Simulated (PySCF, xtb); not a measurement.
H7NO2Si2, SMILES N[Si@H](O)O[SiH3]. One conformer was computed; it need not be the lowest.

Harmonic wavenumbers (cm⁻¹) from GFN2-xTB in xtb at its own minimum, in rising order: 24, 50, 68, 191, 214, 245, 292, 311, 539, 571, 602, 626, 669, 710, 768, 787, 807, 819, 827, 887, 933, 1101, 1529, 2217, 2256, 2273, 2344, 3471, 3523, 3697.

Task: What does PBE0-D3(BJ)/def2-SVP (PySCF) give at its own minimum? (An estimate is asked for; the answer gives what the named calculation found.)

Result: 40, 78, 90, 196, 229, 283, 374, 378, 432, 618, 722, 742, 755, 796, 825, 887, 915, 950, 953, 967, 998, 1085, 1542, 2232, 2241, 2249, 2281, 3610, 3710, 3941. Paired by order, the mean absolute difference is 74 cm⁻¹ and the zero-point energies are 47.7 and 50.2 kcal/mol.
